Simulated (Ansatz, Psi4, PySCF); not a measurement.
C5H10O2, charge +1, doublet, at a GFN2-xTB geometry (a state made from the parent by changing its charge; the spin is typed, not shown lowest). Base run: B3LYP5/STO-3G run with PySCF.

Geometry (Å):
```xyz
17

C     -0.8064     0.1987     1.5311
C     -0.6373     0.1647     0.0305
C     -1.5485    -0.8122    -0.6613
C     -0.5500     1.5088    -0.6559
C      0.9343    -0.3681    -0.1193
O      1.7267     0.4362     0.4918
O      1.1159    -1.3571    -0.7325
H     -0.1542     0.9268     2.0069
H     -1.8443     0.4741     1.7437
H     -0.6621    -0.7791     1.9913
H     -2.5801    -0.4680    -0.5682
H     -1.5009    -1.8031    -0.2150
H     -1.3302    -0.8936    -1.7237
H      0.0989     2.2037    -0.1285
H     -0.2350     1.4291    -1.6966
H     -1.5588     1.9330    -0.6838
H      2.6727     0.1925     0.4484
```
Charge +1, spin multiplicity 2.
Orbitals are unrestricted.
All else is at PySCF's defaults.

The same geometry, method and basis name were run in Ansatz (an electronic-structure program) and Psi4 and PySCF, at each program's defaults and at the settings that a row names. The base is PySCF at its defaults. Differences at the defaults can come from grids, fitting, cores and function types together.

```csv
code and settings,ΔE vs base (µEh),basis functions,E (Eh),SCF cycles
"PySCF, defaults (exact integrals, its default grid, spherical functions)",0.0,45,-342.05146,13
"Psi4, defaults (density fitting with its default set, its default grid, spherical functions)",-2035,45,-342.05349,10
"Ansatz, defaults (factorised integrals, its default grid, spherical functions)",16.9,45,-342.05144,-
"PySCF, density fitting with def2-universal-jkfit",-2042,45,-342.05350,13
"PySCF, fine grid",9.3,45,-342.05145,13
"Psi4, exact integrals, spherical functions, fine grid",8.3,45,-342.05145,14
"Ansatz, high accuracy",9.0,45,-342.05145,-
```

Open shells are given as the SCF converged; they aren't shown to be the lowest states, and a large step between rows can be another state.
